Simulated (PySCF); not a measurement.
Compound: C5H6BF3.
Numbering: `[F:1][B:2]([F:3])[C@@H:4]1[CH:5]=[CH:6][C@@H:7]([F:8])[CH2:9]1` (hydrogens: H10 on C4; H11 on C5; H12 on C6; H13 on C7; H14, H15 on C9)

A GFN2-xTB structure was refined with PBE0-D3(BJ)/def2-SVP geometry optimisation, gas phase in PySCF 2.14.0. Its GFN2-xTB values:

```csv
coordinate,GFN2-xTB
F1–B2,1.335 Å
B2–C4,1.563 Å
C4–C5,1.520 Å
C4–C9,1.566 Å
C4–H10,1.068 Å
C5=C6,1.322 Å
C5–H11,1.080 Å
C6–C7,1.503 Å
C6–H12,1.070 Å
C7–F8,1.382 Å
C7–C9,1.515 Å
C7–H13,1.090 Å
C9–H14,1.084 Å
C9–H15,1.108 Å
F1–B2–F3,113.6°
F1–B2–C4,125.4°
B2–C4–C5,109.8°
C4–C5–C6,114.5°
C4–C9–C7,107.5°
C5–C4–C9,100.5°
C6–C7–F8,110.6°
C6–C7–C9,104.6°
B2–C4–C5–C6,-111°
B2–C4–C9–C7,103°
C5–C6–C7–F8,-128°
C6–C7–C9–C4,14°
```

Q: How do these coordinates change at the PBE0-D3(BJ)/def2-SVP level?

A: 
| coordinate | PBE0-D3(BJ)/def2-SVP (Å or °) | change |
| --- | --- | --- |
| C4–H10 | 1.104 | +0.036 |
| C4–C9 | 1.539 | -0.027 |
| C6–H12 | 1.092 | +0.022 |
| C7–H13 | 1.107 | +0.017 |
| C7–C9 | 1.530 | +0.015 |
| C5=C6 | 1.337 | +0.015 |
| C9–H14 | 1.099 | +0.015 |
| F1–B2 | 1.321 | -0.014 |
| C5–H11 | 1.093 | +0.013 |
| C9–H15 | 1.101 | -0.007 |
| C4–C5 | 1.515 | -0.005 |
| B2–C4 | 1.566 | +0.003 |
| C7–F8 | 1.379 | -0.003 |
| C6–C7 | 1.501 | -0.002 |
| B2–C4–C5 | 105.1 | -4.7 |
| F1–B2–C4 | 121.7 | -3.7 |
| F1–B2–F3 | 116.7 | +3.1 |
| C4–C5–C6 | 111.7 | -2.8 |
| C4–C9–C7 | 105.3 | -2.2 |
| C6–C7–F8 | 112.5 | +1.9 |
| C5–C4–C9 | 102.3 | +1.8 |
| C6–C7–C9 | 103.4 | -1.2 |
| B2–C4–C9–C7 | 90 | -13 |
| C6–C7–C9–C4 | 23 | +9 |
| C5–C6–C7–F8 | -135 | -7 |
| B2–C4–C5–C6 | -104 | +7 |

The energy falls by 0.146 eV over 18 energy and gradient evaluations, the largest force component goes from 0.0355 to 1.8e-04 Eh/bohr, and the atoms move by 0.199 Å rms after alignment. The bond that changes most is C4–H10 (sp3 carbon bound to boron to methine hydrogen), which lengthens by 0.036 Å. Bonds longer at the end by more than 0.005 Å: 8 of 15; shorter: 3. Among the dihedrals that turn most is H10–C4–C9–H15, from -11° to -30°. Rotational constants go from 3606, 939.2, 838.5 to 3468, 998.0, 897.6 MHz.

The run used 156 basis functions and 122 SCF cycles in all. The run took 3.1 min on one thread, Arm Neoverse V1 (aarch64), shared host with 64 logical CPUs at a one-minute load of 22, and the process peaked at 0.64 GiB of memory.

Whether it is a minimum is left open (no frequencies). One conformer, not necessarily the lowest.
